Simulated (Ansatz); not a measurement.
The same atomization along the group F, Cl, Br.

Isolated molecules relaxed with PBE0-D4/def2-TZVP in Ansatz; ΔE leaves out vibrations. CCSD(T)/CBS is the MP2 limit (def2-TZVPP, def2-QZVPP) plus CCSD(T) − MP2 in def2-TZVPP, frozen cores. This one scheme is used for every species, atoms too. No spin–orbit coupling; open shells (•) take unrestricted orbitals. Spin–orbit coupling would lower the free atoms: a little for C, Cl, F; clearly for Br, Se. For Br, Se outer-core shells are correlated without core-valence functions, so the limit isn't a true one: a few kJ/mol of doubt a bond, and 10 to 20 or more in all where bonds break to atoms. Scalar relativity is left out up to krypton.

Order these by ΔE at CCSD(T)/CBS, lowest first. (An estimate is asked.)
A. `[Se]=CBr` → C• + Br• + H• + Se•
B. `ClC=[Se]` → C• + Cl• + H• + Se•
C. `FC=[Se]` → C• + F• + H• + Se•

A (+279.5 kcal/mol), B (+290.4 kcal/mol), C (+321.4 kcal/mol).

Largest T1 diagnostic: 0.016, for `FC=[Se]`.

For atomizations the MP2-based limit and the directly extrapolated one differ by several kJ/mol either way, and by 10 to 25 for some Ge, Se and Sn compounds, so smaller differences from it don't rank the levels.
